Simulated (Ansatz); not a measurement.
Ga5N4H16⁻, a cluster cut from zinc blende GaN (hydrogen-capped) was relaxed with r2SCAN-D4 (def2-SVP) in Ansatz in these states: charge -1 singlet, neutral doublet. The geometries follow in no particular order.

A:

```csv
atom,x (Å),y (Å),z (Å)
N1,1.520,0.704,0.549
N2,0.340,-0.449,-2.089
N3,-0.294,-1.704,1.295
N4,-1.552,0.835,0.016
Ga5,1.453,-0.819,1.787
Ga6,2.037,0.316,-1.304
Ga7,-0.040,1.937,0.708
Ga8,-1.449,0.472,-1.910
Ga9,-2.028,-0.675,1.177
H10,2.292,1.280,0.906
H11,0.246,-1.426,-1.799
H12,0.513,-0.512,-3.096
H13,-0.450,-2.418,2.013
H14,-0.166,-2.249,0.438
H15,-2.349,1.477,0.105
H16,2.565,-1.903,1.449
H17,1.296,-0.350,3.288
H18,3.089,-0.873,-1.386
H19,2.335,1.637,-2.119
H20,0.182,3.168,-0.269
H21,-0.294,2.245,2.243
H22,-1.338,1.803,-2.754
H23,-2.511,-0.621,-2.363
H24,-2.354,-0.203,2.650
H25,-3.041,-1.671,0.464
```

B:

```xyz
25

N    -0.681   -1.558    0.369
N    -1.445    1.446    0.763
N     1.871    0.071    1.116
N     0.406    0.579   -1.593
Ga    1.008   -1.720    1.454
Ga   -2.137   -0.408    1.152
Ga   -0.324   -1.145   -1.429
Ga   -0.933    2.002   -1.104
Ga    2.235    0.709   -0.760
H    -1.080   -2.505    0.393
H    -0.730    1.723    1.441
H    -2.238    2.056    0.993
H     2.805   -0.024    1.530
H     1.434    0.803    1.681
H     0.583    0.747   -2.591
H     0.616   -1.794    2.968
H     1.933   -2.763    0.728
H    -2.139   -0.608    2.706
H    -3.405   -0.570    0.238
H    -1.442   -1.623   -2.565
H     0.304   -2.344   -2.393
H    -2.218    1.745   -1.972
H    -0.189    3.378   -1.021
H     3.119   -0.417   -1.409
H     2.646    2.220   -0.694
```

Judge from the bond lengths which geometry belongs to which state (an estimate).

A is the charge -1 singlet (N1–Ga7 1.995 Å, N4–Ga7 1.995 Å, Ga7–H20 1.586 Å); B is the neutral doublet (N1–Ga7 1.879 Å, N4–Ga7 1.880 Å, Ga7–H20 1.664 Å).
